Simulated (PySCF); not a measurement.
These 2 structures share the formula C6H9OPS. Level of theory: PySCF, PBE0-D3(BJ)/def2-SVP geometry optimisation, gas phase. Energies are electronic, without zero-point or thermal terms, for one conformer each. No frequencies were run at this level. Point groups hold within 0.08 Å.

Question: Order them by energy at this level, lowest first, and give relative energies in kcal/mol.
A. `[CH:1]#[C:2][P:3]1(=[S:4])[CH2:5][CH2:6][O:7][CH2:8][CH2:9]1` with C2–P3–C5–C6 63°, P3–C5–C6–O7 57°, C5–C6–O7–C8 -69°, C6–O7–C8–C9 69°
B. `[CH3:1][P:2]([CH3:3])(=[O:4])[c:5]1[cH:6][cH:7][cH:8][s:9]1` with C1–P2–C5–C6 -127° (dimethyl(thiophen-2-yl)phosphine oxide)

Answer: B (0.0), A (49.1).

As drawn, the lower has an aromatic ring and a P=O bond, which the higher lacks; the higher has a C≡C bond, which the lower lacks.

```tsv
SMILES	E (Eh)	E rel (kcal/mol)	dipole (D)	point group	A, B, C (MHz)
CP(C)(=O)c1cccs1	-1047.78291	0.0	3.57	near Cs	2224, 862.9, 749.2
C#CP1(=S)CCOCC1	-1047.70463	49.1	4.08	Cs	1677, 967.8, 828.2
```

Question: How do the relative energies change in single points at PBE0/pcSseg-1 (no added dispersion term) on the same geometries?

Answer: 
```
          SMILES  PBE0-D3(BJ)/def2-SVP (kcal/mol)  PBE0/pcSseg-1 (kcal/mol)  shift
CP(C)(=O)c1cccs1                              0.0                       0.0    0.0
 C#CP1(=S)CCOCC1                             49.1                      50.1   +1.0
```

Each column counts from its own lowest isomer. The order is unchanged; the largest shift is 1.0 kcal/mol.
